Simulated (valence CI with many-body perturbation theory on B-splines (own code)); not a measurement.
Basis-set convergence for Rb VI

Computed by configuration interaction combined with many-body perturbation theory (CI+MBPT): four valence electrons over a frozen Dirac-Fock core [Ar] 3d10, radial functions for each j: 9 s, 9 p, 8 d, 6 f, 3 g, 1 h, with the one-electron correlation potential Σ1, the two-electron term Σ2, the three-electron term Σ3, Breit, model QED; selected CI, second order for the rest, scaled by the run's own slope (own B-spline code, finite nucleus).

Set against measurement, 13 paired levels are off by 124 cm⁻¹ on average, the worst by 242. These come from a selection out of Sansonetti, J. Phys. Chem. Ref. Data 35, 301 (2006). Levels without a partner in it may be off by more. Among the levels kept, up to 290 cm⁻¹ of a level comes from second order outside the variational space, and about a tenth of that is noise between levels of different J, which matters for small intervals.

The reference run has the lowest level 4s2 4p2 3P_0 and an ionisation energy of 83.7071 eV. Its largest variational space holds 21219 state functions.

Names give the largest LS component (configuration and term), which can be under half, so a name can repeat, a term be missing and a line seem to break the LS rules; names also repeat where a configuration has a term twice.

Changed runs:
A. basis 6 s, 6 p, 5 d, 3 f, 1 g
B. basis 5 s, 5 p, 4 d, 2 f

Excitation energies of the reference run in cm⁻¹, and shifts in cm⁻¹:

```tsv
Level	Reference	A	B
4s2 4p2 3P_1	5128	-9.4	-29
4s2 4p2 3P_2	9893	+1.4	+14
4s2 4p2 1D_2	23791	+77	+307
4s2 4p2 1S_0	45314	+136	+519
4s 4p3 5S°_2	112877	-184	-564
4s 4p3 3D°_1	148352	-20	+27
4s 4p3 3D°_2	148489	-20	+30
4s 4p3 3D°_3	150250	-21	+20
4s 4p3 3P°_0	168815	+45	+264
4s 4p3 3P°_1	169360	+42	+254
4s 4p3 3P°_2	170000	+36	+230
4s 4p3 1D°_2	187939	+23	+152
Ionisation energy (eV)	83.7071	-0.0173	-0.0520
```
